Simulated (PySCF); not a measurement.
## A parent and its derivatives

Computed, not measured: PySCF 2.14.0, density-fitted response routines, TDDFT B3LYP/def2-SVPD, vertical, gas phase, core orbitals frozen in the response, def2 core potentials past Kr. Geometries: PBE0-D3(BJ)/def2-SVP; one conformer of each isolated species. Triplets are in the Tamm–Dancoff approximation. 'Strongest' means the level of largest summed f among the lowest 10 singlets; it needn't be the same kind of state in each. Atoms past krypton carry core potentials; spin–orbit coupling is left out.

Parent: `[S]=[W](=[S])([Cl])[Cl]` (WS2Cl2), with lowest singlet excitation energy 2.72 eV, HOMO energy -7.55 eV, oscillator strength of the strongest level 0.01, LUMO energy -3.87 eV. Its spectrum: 456 nm (f 0.009); 451 nm (f 0.002); 358 nm (f 0.000); 349 nm (f 0.011); 348 nm (f 0.000).

Shifts from the parent:

```
                  change                     SMILES  Δ S1 (eV)  Δ HOMO (eV)  Δ f (strongest)  Δ LUMO (eV)
  ligand (both): Cl to F      [F][W]([F])(=[S])=[S]      +0.28        -0.11            +0.05        +0.26
ligand (both): Cl to NH2  [NH2][W]([NH2])(=[S])=[S]      +0.19        +0.66            +0.02        +1.09
```

Task: Predict the same shifts for this change: ligand (both): Cl to OH (`[OH][W]([OH])(=[S])=[S]`).

Result: Δ lowest singlet excitation energy +0.42 eV, Δ HOMO energy +0.67 eV, Δ oscillator strength of the strongest level +0.02, Δ LUMO energy +0.94 eV. Spectrum: 395 nm (f 0.002); 392 nm (f 0.029); 342 nm (f 0.000); 319 nm (f 0.002); 305 nm (f 0.000). All changes raise S1, and it rises most with ligand (both): Cl to OH (+0.42 eV). S1 is simply the lowest singlet of each species and needn't be the same kind of state throughout.

Lowest levels of each derivative:
- `[F][W]([F])(=[S])=[S]`: 2.99 eV (f 0.001); 3.16 eV (f 0.019); 3.81 eV (f 0.003)
- `[NH2][W]([NH2])(=[S])=[S]`: 2.90 eV (f 0.001); 3.35 eV (f 0.008); 3.92 eV (f 0.000)
- `[OH][W]([OH])(=[S])=[S]`: 3.14 eV (f 0.002); 3.16 eV (f 0.029); 3.62 eV (f 0.000)
